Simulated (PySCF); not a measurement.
# Pd: excitation energy

Pd [Kr] 4d10 (1S) → Pd [Kr] 4d9 5p1 (high-spin determinant), as a difference of total energies. All numbers are calculated (PySCF 2.14, a scalar-relativistic core potential, in def2-QZVPPD with the def2 core potential (28 electrons) (7s5p4d4f2g, 88 functions)). Correlated levels: valence: 4s2 4p6 frozen. The calculations carry no spin-orbit coupling.

```json
{"method": "UHF", "excitation energy (eV)": "2.859"}
{"method": "MP2 (valence)", "excitation energy (eV)": "4.847"}
{"method": "SCS-MP2 (valence)", "excitation energy (eV)": "4.708"}
{"method": "CCSD (valence)", "excitation energy (eV)": "4.246"}
{"method": "CCSD(T) (valence)", "excitation energy (eV)": "4.413"}
```

Question: How much does correlation contribute at CCSD(T) (valence)?

Answer: 4.413 − (2.859) = 1.554 eV, measured against UHF.

The determinant of the upper state mixes LS terms, which raises its energy above the lowest term, most at the Hartree-Fock and MP2 levels.
